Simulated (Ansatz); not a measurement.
Ansatz (a program for electronic structure) input (LC-wPBE/def2-TZVPD):

Ansatz 0.2 input:
```yaml
crystal:
  periodic: [false, false, false]
  atoms:
    - {symbol: La, position_ang: [-0.04099896, 0.07777298, 0.19243406]}
    - {symbol: F, position_ang: [-1.71585733, -1.26542807, -0.34519080]}
    - {symbol: F, position_ang: [0.10086369, 1.79595987, -1.19540200]}
    - {symbol: F, position_ang: [1.87465371, -1.02309400, 0.32184375]}
basis:
  gaussian:
    orbitals: def2-TZVPD
hamiltonian:
  xc: {name: LC-wPBE}
total_charge: -1
magnetization: {spin_polarized: true, initial_magnetization: 1}
output: {forces: true}
```

End of the output:

```
integrals: 0.08 GiB planned
927 factors; their error is unknown
integrals: 0.12 GiB planned
309 factors; integrals over basis functions are off by at most 4.9e-5 eV
mean field: 0.81 GiB planned
mean field evaluation 1: about -9015.9479 eV, gradient 1.7e1 eV
mean field evaluation 2: about -9015.9782 eV, gradient 2.6e1 eV
mean field evaluation 4: about -9017.9107 eV, gradient 8.6e-1 eV
mean field evaluation 8: about -9017.9833 eV, gradient 5.5e-2 eV
mean field evaluation 16: about -9017.9810 eV, gradient 1.1e-3 eV
mean field -9017.98100994 eV, -331.4046895082 hartree, gradient 1.2e-5 eV, S^2 0.750471; 2 other end points of the search recorded, 0 dependent functions left out
the calculation of the forces begins
reference -9017.98100995 eV, -331.4046895087 hartree; 20, 19 occupied and 143, 144 virtual orbitals, 927 factors
Total energy: -9017.98100995 eV, -331.4046895087 hartree
Atom 0 at    -0.040999     0.077773     0.192434 Å, force    -0.014751     0.028099     0.069453 eV/Å
Atom 1 at    -1.715857    -1.265428    -0.345191 Å, force     0.102059     0.049981    -0.026451 eV/Å
Atom 2 at     0.100864     1.795960    -1.195402 Å, force     0.004101    -0.114936     0.019347 eV/Å
Atom 3 at     1.874654    -1.023094     0.321844 Å, force    -0.091409     0.036856    -0.062349 eV/Å
Dipole moment:     0.101912    -0.193327    -0.478346 e Å
```

The spin state was set by rule; other spins were not relaxed.
